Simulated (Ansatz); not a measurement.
Input for Ansatz (a quantum-chemistry and plane-wave program): R-PBE0/def2-TZVPPD on AsH3 (SMILES [AsH3]). Files ending in .json are basis or fitting sets from the Basis Set Exchange.

Ansatz 0.2 input:
```yaml
crystal:
  periodic: [false, false, false]
  atoms:
    - {symbol: As, position_ang: [-0.45145713, -0.24146295, 3.88995495]}
    - {symbol: H, position_ang: [-1.81518505, 0.43602312, 3.92783663]}
    - {symbol: H, position_ang: [0.28216268, 1.09215255, 3.94842024]}
    - {symbol: H, position_ang: [-0.41633780, -0.40184351, 5.40819099]}
basis:
  gaussian:
    orbitals: def2-TZVPPD.json
hamiltonian:
  xc: {name: PBE0}
scf: {lower_state_search: off}
```

Q: Predict the final total energy.

A: -2237.3860 hartree.
